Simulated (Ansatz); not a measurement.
The same path of AlCl2H + H4Si (9 atoms, charge 0, multiplicity 1) was run twice with different band settings. Lost on the way: Al1–H2, Si5–H9. Made: Al1–Si5, H2–H9.

The calculation used RKS PBE0/cc-pVDZ in Ansatz.

Relaxed end points:

```xyz
9
Properties=species:S:1:pos:R:3
Al -0.035 0.295 0.151
H 0.211 1.307 1.333
Cl 1.585 -0.307 -1.106
Cl -1.999 -0.024 -0.616
Si 0.164 -2.766 1.107
H -0.278 -3.009 -0.293
H 1.600 -3.100 1.334
H -0.734 -3.419 2.106
H 0.027 -1.271 1.406
```

```xyz
9
Properties=species:S:1:pos:R:3
Al -0.092 -0.713 -0.236
H 0.507 0.646 1.684
Cl 1.555 0.350 -1.072
Cl -2.020 0.115 -0.593
Si 0.158 -2.916 0.766
H -0.190 -3.975 -0.239
H 1.565 -3.138 1.233
H -0.770 -3.053 1.937
H -0.170 0.389 1.942
```

Common settings: spring 5.0 eV/Å²; optimiser quadratic models (default); start path through a guess of the saddle point; force threshold 0.03 eV/Å; end points relaxed.

| run | movable images | climbing image | iteration limit |
| --- | --- | --- | --- |
| 1 | 5 | yes | 60 |
| 2 | 8 | no | 43 |

**Question.** What does each run give, and how far can it be trusted?

**Answer.** Run 1: converged after 23 iterations, highest image 1.534 eV above the first end. A vibrational analysis at the climbing image gives one clearly imaginary mode, 1239i cm⁻¹: a first-order saddle point.
Run 2: converged after 11 iterations, highest image 1.500 eV above the first end. No image climbed, so the highest image needn't sit at the top of the path.
The orbitals stay closed-shell, which can raise the energy where a bond breaks towards radicals; this wasn't checked here.
